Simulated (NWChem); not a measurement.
Program: NWChem. System: CH3Mg (+1), charge 1, spin multiplicity 1, at a geometry optimised with PBE/def2-SVP. The structure started from a generated list of species. Level: EOM-CCSD/def2-SVPD, 6 core orbitals frozen.

The NWChem input:

```
start mol
memory heap 100 mb stack 700 mb global 1900 mb
charge 1
geometry units angstroms nocenter noautoz
  Mg     0.547415    -0.771652     0.000000
  C     -0.669867     0.944267     0.000000
  H     -1.283204     0.890693     0.920127
  H     -1.283204     0.890693    -0.920127
  H      0.016628     1.812835     0.000000
  symmetry group Cs
end
basis spherical
  * library def2-svpd
end
scf
  rhf
  nopen 0
  maxiter 100
  thresh 1e-7
  semidirect memsize 60000000 filesize 0
end
tce
  freeze core 6
  ccsd
  nroots 2
  2eorb
  2emet 13
  thresh 1e-5
  maxiter 200
  tilesize 24
  dipole
end
task tce energy
```

NWChem printed:

```
             Northwest Computational Chemistry Package (NWChem) 7.3.0
             --------------------------------------------------------

                                NWChem Input Module
                                -------------------

 Scaling coordinates for geometry "geometry" by  1.889725989
 (inverse scale =  0.529177249)

 Turning off AUTOSYM since
 SYMMETRY directive was detected!

                             Geometry "geometry" -> ""
                             -------------------------

 Output coordinates in angstroms (scale by  1.889725989 to convert to a.u.)

  No.       Tag          Charge          X              Y              Z
 ---- ---------------- ---------- -------------- -------------- --------------
    1 Mg                  12.0000     0.54741500    -0.77165200     0.00000000
    2 C                    6.0000    -0.66986700     0.94426700     0.00000000
    3 H                    1.0000    -1.28320400     0.89069300     0.92012700
    4 H                    1.0000    -1.28320400     0.89069300    -0.92012700
    5 H                    1.0000     0.01662800     1.81283500     0.00000000

 Effective nuclear repulsion energy (a.u.)      34.7968182137

            Nuclear Dipole moment (a.u.)
            ----------------------------
        X                 Y               Z
 ---------------- ---------------- ----------------
    -0.0000037795    -0.0000018897     0.0000000000

      Symmetry information
      --------------------

 Group name             Cs
 Group number              2
 Group order               2
 No. of unique centers     4

      Symmetry unique atoms

     1    2    3    5


 Summary of "ao basis" -> "" (spherical)
 ------------------------------------------------------------------------------
       Tag                 Description            Shells   Functions and Types
 ---------------- ------------------------------  ------  ---------------------
 *                         def2-svpd                  on all atoms

 Summary of "ao basis" -> "ao basis" (spherical)
 ------------------------------------------------------------------------------
       Tag                 Description            Shells   Functions and Types
 ---------------- ------------------------------  ------  ---------------------
 Mg                        def2-svpd                 9       21   4s4p1d
 C                         def2-svpd                 8       20   4s2p2d
 H                         def2-svpd                 4        8   2s2p

                                 NWChem SCF Module
                                 -----------------

  ao basis        = "ao basis"
  functions       =    65
  atoms           =     5
  closed shells   =    10
  open shells     =     0
  charge          =   1.00
  wavefunction    = RHF
  use symmetry    = T
  symmetry adapt  = T

 Summary of "ao basis" -> "ao basis" (spherical)
 ------------------------------------------------------------------------------
       Tag                 Description            Shells   Functions and Types
 ---------------- ------------------------------  ------  ---------------------
 Mg                        def2-svpd                 9       21   4s4p1d
 C                         def2-svpd                 8       20   4s2p2d
 H                         def2-svpd                 4        8   2s2p

      Symmetry analysis of basis
      --------------------------

        a'         43
        a"         22

 Forming initial guess at       0.1s

      Superposition of Atomic Density Guess
[...]
   0.0042288879143   0.2566888259338    6.98486     0.5     0.5

 Iteration   7 using   14 trial vectors
   0.0014539669036   0.2142109548261    5.82898
   0.0022400792925   0.2566193882039    6.98297     0.5     0.5

 Iteration   8 using   16 trial vectors
   0.0005797404573   0.2142032688242    5.82877
   0.0009993687300   0.2565926445546    6.98224     0.5     0.5

 Iteration   9 using   18 trial vectors
   0.0002641833402   0.2142005205362    5.82870
   0.0004772261326   0.2565910182853    6.98220     0.5     0.5

 Iteration  10 using   20 trial vectors
   0.0001089512691   0.2142010089844    5.82871
   0.0002332979052   0.2565926798488    6.98225     0.5     0.5

 Iteration  11 using   22 trial vectors
   0.0000452703723   0.2142020145045    5.82874
   0.0001218066281   0.2565956102272    6.98232     0.5     0.5

 Iteration  12 using   24 trial vectors
   0.0000167799572   0.2142023388609    5.82874
   0.0000660000618   0.2565964941767    6.98235     0.5     0.5

 Iteration  13 using   26 trial vectors
   0.0000069993344   0.2142024370895    5.82875
   0.0000355402550   0.2565962695266    6.98234     0.6     0.6

 Iteration  14 using   27 trial vectors
   0.0000063426331   0.2142024337242    5.82875
   0.0000168423981   0.2565958979655    6.98233     0.3     0.3

 Iteration  15 using   28 trial vectors
   0.0000063304990   0.2142024336025    5.82875
   0.0000065568557   0.2565958940088    6.98233     0.3     0.3
 --------------------------------------------------------------
 Iterations converged
 ------------------

 Excited state root  1
 Excitation energy / hartree =        0.214202433602527
                   / eV      =        5.828747266342322
 largest EOMCCSD amplitudes: R1 and R2

 Singles contributions
    13a"  (alpha) ---    10a'  (alpha)       -0.8456572934
    17a"  (alpha) ---    10a'  (alpha)        0.2137398580

 Doubles contributions
    11a'  (alpha)    13a"  (beta ) ---    10a'  (alpha)    10a'  (beta )        0.2487985033
    13a"  (alpha)    11a'  (beta ) ---    10a'  (alpha)    10a'  (beta )        0.2487985033
 ------------------

 Excited state root  2
 Excitation energy / hartree =        0.256595894008799
                   / eV      =        6.982332509507052
 largest EOMCCSD amplitudes: R1 and R2

 Singles contributions
    11a'  (alpha) ---     9a"  (alpha)       -0.8696986193
    14a'  (alpha) ---     9a"  (alpha)        0.1336824245
    18a'  (alpha) ---     9a"  (alpha)        0.1185533283

 Doubles contributions
    11a'  (alpha)    11a'  (beta ) ---    10a'  (alpha)     9a"  (beta )        0.2148463683
    11a'  (alpha)    11a'  (beta ) ---     9a"  (alpha)    10a'  (beta )        0.2148463683

 No. of initial left vectors    2

 EOM-CCSD left-hand side iterations
 --------------------------------------------------------------
      Residuum       Omega / hartree  Omega / eV    Cpu    Wall
 --------------------------------------------------------------

 Iteration   1 using    2 trial vectors
   0.3928495113234   0.3051618012313    8.30388
   0.5148495803291   0.3759880119254   10.23116     1.1     1.1

 Iteration   2 using    4 trial vectors
   0.1021501462975   0.2287906532100    6.22571
   0.1214679364564   0.2695092518922    7.33372     1.1     1.1

 Iteration   3 using    6 trial vectors
   0.0600464860901   0.2183467933779    5.94152
   0.0552032831755   0.2609340280401    7.10038     1.1     1.1

 Iteration   4 using    8 trial vectors
   0.0223261186466   0.2150518825164    5.85186
   0.0265965549120   0.2577008148282    7.01240     1.2     1.2

 Iteration   5 using   10 trial vectors
   0.0095853514534   0.2143915818407    5.83389
   0.0117811853188   0.2568572311217    6.98944     1.1     1.1

 Iteration   6 using   12 trial vectors
   0.0041103350860   0.2142576673996    5.83025
   0.0044598057386   0.2567068400713    6.98535     1.2     1.2

 Iteration   7 using   14 trial vectors
   0.0014522164615   0.2142219127004    5.82928
   0.0023468393453   0.2566220693344    6.98304     1.1     1.1

 Iteration   8 using   16 trial vectors
   0.0005857196280   0.2142015147263    5.82872
   0.0010277396782   0.2565882688517    6.98213     1.2     1.2

 Iteration   9 using   18 trial vectors
   0.0002677636721   0.2141990288073    5.82865
   0.0004950039197   0.2565926941998    6.98225     1.1     1.1

 Iteration  10 using   20 trial vectors
   0.0001094213580   0.2142015165253    5.82872
   0.0002370522070   0.2565944191949    6.98229     1.1     1.1

 Iteration  11 using   22 trial vectors
   0.0000457054453   0.2142024074097    5.82875
   0.0001187654079   0.2565955295720    6.98232     1.1     1.1

 Iteration  12 using   24 trial vectors
   0.0000171712447   0.2142024793968    5.82875
   0.0000634679800   0.2565962426243    6.98234     1.2     1.2

 Iteration  13 using   26 trial vectors
   0.0000070922035   0.2142025261000    5.82875
   0.0000349856294   0.2565963577891    6.98235     1.2     1.2

 Iteration  14 using   27 trial vectors
   0.0000062184447   0.2142025214152    5.82875
   0.0000170538641   0.2565960913115    6.98234     0.7     0.7

 Iteration  15 using   28 trial vectors
   0.0000061868849   0.2142025208477    5.82875
   0.0000069972773   0.2565960124133    6.98234     0.6     0.6
 --------------------------------------------------------------
 Iterations converged

 Excited state root  1
 Excitation energy / hartree =        0.214202433602527
                   / eV      =        5.828747266342322

 EOM-CCSD transition moments / hartree
 --------------------------------------------
 X    0.0000000 Y    0.0000000 Z    1.3208150
 Oscillator Strength                0.2491249
 --------------------------------------------

 EOM-CCSD dipole moments / hartree & Debye
 ------------------------------------
   X        -0.1725283     -0.4385265
   Y         0.3059710      0.7777067
   Z         0.0000000      0.0000000
 Total       0.3512610      0.8928232
 ------------------------------------

 Singles contributions
    13a"  (alpha) ---    10a'  (alpha)       -0.8456572934
    17a"  (alpha) ---    10a'  (alpha)        0.2137398580

 Doubles contributions
    11a'  (alpha)    13a"  (beta ) ---    10a'  (alpha)    10a'  (beta )        0.2487985033
    13a"  (alpha)    11a'  (beta ) ---    10a'  (alpha)    10a'  (beta )        0.2487985033

 Excited state root  2
 Excitation energy / hartree =        0.256595894008799
                   / eV      =        6.982332509507052

 Task  times  cpu:       59.6s     wall:       59.6s

 Total times  cpu:       59.6s     wall:       59.6s
```
